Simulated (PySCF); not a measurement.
A survey of ¹⁹F NMR shifts

Theory: geometry from GFN2-xTB, shielding tensors at PBE0/pcSseg-1 (GIAO), in PySCF 2.14 (single conformer, isolated molecule, non-relativistic Hamiltonian, rapidly exchanging positions averaged).

Shieldings were converted by a linear fit to measured shifts: ¹⁹F (scatter 6.0 ppm rms, 7.0 ppm with the 5 outliers that the fit left out vs CFCl3, solution or neat liquid, with a term for F on sp3 carbon). A few per cent of atoms miss by over 2 rms, more outside the fitted compound classes.

Question: Give the ¹⁹F shifts of `C=CN([SiH3])[C@@H](C)C(F)F`, `COc1conc1F`, `COc1conc1F`, `N#C[C@@]1(CO)O[C@H]1F`, `C/C(=C\CN[SiH3])C(F)F`.

Answer: 
```json
{"compound": "[CH2:1]=[CH:2][N:3]([SiH3:4])[C@@H:5]([CH3:6])[CH:7]([F:8])[F:9]", "environment": "F9: fluorine of a CF2 group", "δ (ppm)": "-121.7"}
{"compound": "[CH2:1]=[CH:2][N:3]([SiH3:4])[C@@H:5]([CH3:6])[CH:7]([F:8])[F:9]", "environment": "F8: fluorine of a CF2 group", "δ (ppm)": "-127.7"}
{"compound": "COc1conc1F", "environment": "aryl fluorine", "δ (ppm)": "-145.2"}
{"compound": "COc1conc1F", "environment": "aryl fluorine", "δ (ppm)": "-145.2"}
{"compound": "N#C[C@@]1(CO)O[C@H]1F", "environment": "fluorine on an sp3 carbon", "δ (ppm)": "-151.5"}
{"compound": "C/C(=C\\CN[SiH3])C(F)F", "environment": "fluorine of a CF2 group (×2)", "δ (ppm)": "-113.3"}
```
